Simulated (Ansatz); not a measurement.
A nudged elastic band was laid between two geometries of CH3AlClFO (8 atoms, charge 0, multiplicity 1).

Method: RHF/6-31G* in Ansatz 0.2.0.

```
movable images  : 7
climbing image  : yes
spring          : 5.0 eV/Å²
optimiser       : quadratic models (default)
start path      : through a guess of the saddle point
force threshold : 0.05 eV/Å
iteration limit : 60
end points      : relaxed
```

Image 0:

```xyz
8
Properties=species:S:1:pos:R:3
O -0.973 1.008 1.430
Al 0.157 -0.025 0.734
F 1.391 -0.615 1.634
C -0.008 -0.533 -1.153
Cl 1.115 0.632 -2.001
H -0.940 1.378 2.298
H 0.337 -1.524 -1.412
H -0.986 -0.377 -1.585
```

Image 8:

```xyz
8
Properties=species:S:1:pos:R:3
O -0.329 1.137 1.712
Al 0.074 -0.282 0.911
F 0.432 -1.607 1.796
C 0.144 -0.457 -1.054
Cl -0.231 1.129 -1.846
H -0.545 1.951 1.285
H 1.118 -0.757 -1.417
H -0.572 -1.169 -1.442
```

Problem. What changes between the two ends?

Solution. No bond is made or broken.

Problem. Give the energies along the band, and the barrier.

Solution. The forces met the threshold. The highest image is number 2 of 0 to 8, 2.4 kcal/mol above the first end and 1.8 kcal/mol above the last; the last end lies 0.6 kcal/mol above the first. A vibrational analysis at the climbing image gives one clearly imaginary mode, 325i cm⁻¹: a first-order saddle point.

```
image  path coordinate (Å)  energy (kcal/mol)
    0                 0.00                0.0
    1                 0.54                0.7
    2                 1.08                2.4
    3                 1.52                1.4
    4                 1.95                1.1
    5                 2.38                1.0
    6                 2.81                0.8
    7                 3.24                0.7
    8                 3.67                0.6
```

Problem. What is the geometry of the highest image?

Solution. 
```xyz
8
Properties=species:S:1:pos:R:3
O -0.871 0.850 1.633
Al 0.209 -0.135 0.819
F 1.476 -0.791 1.619
C 0.002 -0.582 -1.081
Cl 0.741 0.900 -1.872
H -1.029 1.772 1.725
H 0.572 -1.424 -1.443
H -1.007 -0.646 -1.457
```

Problem. What are the harmonic wavenumbers there?

Solution. 325i, 47, 82, 199, 276, 293, 436, 617, 699, 727, 880, 1006, 1210, 1294, 1583, 3283, 3351, 4239 cm⁻¹.

Time of the run: 4.4 min on 1 thread of Arm Neoverse V1, with other jobs on the host, peak memory 0.19 GiB.
